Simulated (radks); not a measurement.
The numbers below are computed, except where a source is named.
Problem. Coherent X-ray form factor from a spherical all-electron density. Level of theory: scalar-relativistic Kohn-Sham, r2SCAN, spin-polarised, spherical densities, finite nucleus; meta-GGA in the generalised Kohn-Sham scheme; Fermi nuclear charge, rms radius of each element as measured or else 0.836 A^(1/3) + 0.57 fm (a radial shooting solver on a logarithmic mesh with Libxc functionals).

| sin(theta)/lambda (1/angstrom) | f0 (electrons) |
|---|---|
| 0.05 | 20.497 |
| 0.1 | 19.233 |
| 0.15 | 17.665 |
| 0.2 | 16.085 |
| 0.25 | 14.589 |
| 0.3 | 13.204 |
| 0.4 | 10.858 |
| 0.5 | 9.153 |
| 0.6 | 8.009 |
| 0.8 | 6.672 |
| 1 | 5.746 |
| 1.25 | 4.653 |
| 1.5 | 3.658 |
| 2 | 2.290 |

The species is in the configuration that NIST lists as its ground one. Which atom or ion scatters so?

Solution. The titanium ion Ti+, [Ar] 3d2 4s1. Extrapolating in s^2 from the first two rows gives f0(0) = 20.9, near the electron count 21; among species with that count, the fall with angle is slower the higher Z, and the table is that of Z = 22; from so few rows the species is fixed only to a neighbour or two.
